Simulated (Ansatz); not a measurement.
Species: FeH, net charge 0, quartet state. The spin state was set by rule; other spins were not relaxed. SMILES: [FeH]
Coordinates optimised at B3LYP-D3(BJ)/def2-TZVP (Ansatz, a quantum-chemistry and plane-wave program):
```xyz
2

Fe     0.0000     0.0000    -0.0582
H      0.0000     0.0000     1.5126
```
Charge 0, spin multiplicity 4.

Quantity: vertical ionisation energy (to the quintet state of charge +1; each state is the SCF solution reached for its spin; the UHF <S^2> is 4.74 for the quartet (pure: 3.75); for the quintet T1 is 0.047; for the quartet T1 is 0.152), in eV. Cores are frozen in the correlated levels unless marked. Open shells are spin-unrestricted. No spin-orbit coupling. Frozen are the shells of the preceding noble gas and the d and f shells that filled before the atom's block. No relativistic terms. Basis-set limits of correlation are two-point, X^-3; Hartree-Fock from the larger set. The program attaches cautions to a run behind CCSD(T)/CBS(def2-TZVPPD,def2-QZVPPD): other amplitudes.

```json
[
 {"level": "SVWN5/def2-TZVPD", "program": "Ansatz", "vertical ionisation energy (eV)": "8.05"},
 {"level": "PBE0/def2-TZVPD", "program": "Ansatz", "vertical ionisation energy (eV)": "7.43"}
]
```

Question: Predict the CCSD(T)/CBS(def2-TZVPPD,def2-QZVPPD) result (Ansatz).

Answer: 7.24 eV
